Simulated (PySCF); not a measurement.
# Two-component Hartree-Fock for W⁶⁹⁺ (tungsten, charge +69)

Start: [He] 2s2 2p1; 2p3/2 filled at m_j = +3/2. Calculated with PySCF 2.14 in an even-tempered Gaussian basis (16 s from 56 bohr⁻², ratio 2.4; 13 p from 72 bohr⁻², ratio 2.4; 5 d from 230 bohr⁻², ratio 2.6; 4 f from 350 bohr⁻², ratio 2.6): generalised Hartree-Fock with the X2C-1e Hamiltonian and a Gaussian nucleus; one run each with spin-orbit coupling (SO) screened by Boettger's factors, then bare. This is a chosen level, not necessarily the ground level.

```
spinor shell  electrons  ε, screened SO (eV)  ε, bare SO (eV)  weight of nominal j (bare SO)  rms radius, bare SO (bohr)
       1s1/2          2             -77988.2         -77988.6                          1.000                      0.0207
       2s1/2          2             -19063.4         -19063.5                          1.000                      0.0805
       2p3/2          1             -17374.9         -17363.9                          1.000                      0.0743
```

```json
{"quantity": "E (hartree)", "screened SO": "-7964.44223", "bare SO": "-7964.04072"}
{"quantity": "M_J", "screened SO": "3/2", "bare SO": "3/2"}
{"quantity": "⟨J²⟩", "screened SO": "3.750", "bare SO": "3.750"}
{"quantity": "⟨L²⟩", "screened SO": "2.000", "bare SO": "2.000"}
{"quantity": "⟨S²⟩", "screened SO": "0.750", "bare SO": "0.750"}
```

Each row is a mean over spinors that exchange with the open shell spreads, by up to 65.624 eV (2s1/2).

Breit and QED terms are absent; they matter most for the inner s and p1/2 levels.

Densities and radii are taken from the X2C orbitals without a picture-change correction, which distorts them close to the nucleus.
